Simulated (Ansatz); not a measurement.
C₂H₄BN, 8 atoms. The species carries charge 0 and has multiplicity 1. The bonds changed during the relaxation, so this is another structure than the one it started from. All runs use 2 threads of an Arm Neoverse V1 on a shared host. Correlated methods freeze the cores. Open-shell runs search over several starts.

(1) Give the basis size and wall time and peak host memory of each of these runs in Ansatz. UKS r2SCAN-D4/def2-TZVPP energy of the cation; RHF-CCSD(T)/def2-SVP energy; RHF-CCSD(T)/def2-TZVPP energy; RKS PBE0-D4/def2-TZVP relaxation (11 steps); UKS ωB97X-V/def2-TZVPP energy of the cation; direct RPA on PBE orbitals/def2-TZVPP energy; RKS ωB97M-V/def2-QZVPP energy; UKS B3LYP-D4/def2-TZVPP energy of the cation; RHF-MP2/def2-QZVPP energy; UKS B2PLYP (frozen core)/def2-TZVPP energy of the cation; UHF-MP2/def2-TZVPP energy of the cation; UHF-MP2/def2-QZVPP energy of the cation. (An estimate is asked.)

## Answers

(1) Computed: Other jobs shared the machine, so times are rough.

```json
{"level": "RHF-CCSD(T)/def2-SVP", "job": "energy", "functions": "76", "wall time": "2.2 s", "peak host memory (GiB)": "0.37"}
{"level": "UHF-MP2/def2-TZVPP", "job": "energy of the cation", "functions": "180", "wall time": "4.7 s", "peak host memory (GiB)": "0.37"}
{"level": "UKS B3LYP-D4/def2-TZVPP", "job": "energy of the cation", "functions": "180", "wall time": "6 s", "peak host memory (GiB)": "0.37"}
{"level": "direct RPA on PBE orbitals/def2-TZVPP", "job": "energy", "functions": "180", "wall time": "6.5 s", "peak host memory (GiB)": "0.37"}
{"level": "UKS r2SCAN-D4/def2-TZVPP", "job": "energy of the cation", "functions": "180", "wall time": "7 s", "peak host memory (GiB)": "0.37"}
{"level": "UKS B2PLYP (frozen core)/def2-TZVPP", "job": "energy of the cation", "functions": "180", "wall time": "9 s", "peak host memory (GiB)": "0.38"}
{"level": "UKS ωB97X-V/def2-TZVPP", "job": "energy of the cation", "functions": "180", "wall time": "13 s", "peak host memory (GiB)": "0.49"}
{"level": "RHF-MP2/def2-QZVPP", "job": "energy", "functions": "348", "wall time": "18 s", "peak host memory (GiB)": "1.3"}
{"level": "RKS ωB97M-V/def2-QZVPP", "job": "energy", "functions": "348", "wall time": "19 s", "peak host memory (GiB)": "1.1"}
{"level": "RKS PBE0-D4/def2-TZVP", "job": "relaxation (11 steps)", "functions": "148", "wall time": "29 s", "peak host memory (GiB)": "0.24"}
{"level": "RHF-CCSD(T)/def2-TZVPP", "job": "energy", "functions": "180", "wall time": "39 s", "peak host memory (GiB)": "1.8"}
{"level": "UHF-MP2/def2-QZVPP", "job": "energy of the cation", "functions": "348", "wall time": "40 s", "peak host memory (GiB)": "1.3"}
```

B3LYP here is the variant with VWN-RPA as its local correlation; programs differ in this.
